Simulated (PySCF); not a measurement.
Species: C5H11NSSi.
SMILES with atom numbers: `[CH3:1][C:2](=[S:3])[C@@H:4]1[CH2:5][NH:6][SiH2:7][CH2:8]1`

Geometry (GFN2-xTB, Å), atoms numbered from 1 in this order:
```
atom  x, y, z in Å
C1    -2.685    0.490    0.337
C2    -1.557   -0.483    0.286
S3    -1.735   -1.994    0.861
C4    -0.265    0.025   -0.262
C5     0.585   -1.027   -0.976
N6     1.907   -0.451   -1.108
Si7    2.359    0.584    0.181
C8     0.591    0.584    0.890
H9    -3.026    0.701   -0.678
H10   -3.516    0.091    0.912
H11   -2.355    1.432    0.774
H12   -0.461    0.843   -0.963
H13    0.170   -1.251   -1.964
H14    0.593   -1.955   -0.391
H15    2.541   -0.991   -1.673
H16    2.786    1.878   -0.354
H17    3.313    0.063    1.165
H18    0.524   -0.085    1.748
H19    0.223    1.556    1.209
```

NICS is the negative of the GIAO shielding at a point without a nucleus: at the ring centre (0) and 1 Å above and below it (1); zz is the component along the ring normal. Level: GIAO PBE0/pcSseg-1 (PySCF, non-relativistic, gas phase) on the GFN2-xTB geometry, one conformer.

Ring bond lengths (Å), with Mayer bond orders in brackets: C4–C5 1.529 (0.99), C5–N6 1.449 (0.96), N6–Si7 1.714 (1.02), Si7–C8 1.905 (0.89), C8–C4 1.540 (0.98).

Problem. What do the NICS probes read (ppm)?

Solution. 
```tsv
ring	type	NICS(0)	NICS(1), two faces	NICS(1)zz, two faces	rms pucker (Å)	centre to ring atoms, mean (Å)
C4–C5–N6–Si7–C8	5-membered ring with N and Si; formal bonds all single	-6.3	-2.5 / -3.6	-1.8 / -3.5	0.18	1.36
```

Problem. What can be read from them?

Solution. 
- C4–C5–N6–Si7–C8: mean NICS(1)zz -2.7 ppm, near zero. C4, C5, Si7, C8 have four or more neighbours, so the value isn't read as a sign of a π ring current.

Problem. What field does 1 T along the ring normal induce along that normal at the first NICS(1) probe listed for ring C4–C5–N6–Si7–C8, 1 Å off the ring?

Solution. NICSzz × B0 = -1.8 ppm × 1 T = -2 μT, against the applied field.

Problem. Give the inner angles of the rings and the Hirshfeld charges of the ring atoms.

Solution. 
- C4–C5–N6–Si7–C8: C4 106.9° (-0.030 e), C5 106.1° (-0.033 e), N6 114.3° (-0.250 e), Si7 92.0° (+0.375 e), C8 103.8° (-0.157 e); sum 523.0° against 540° for a flat convex ring.
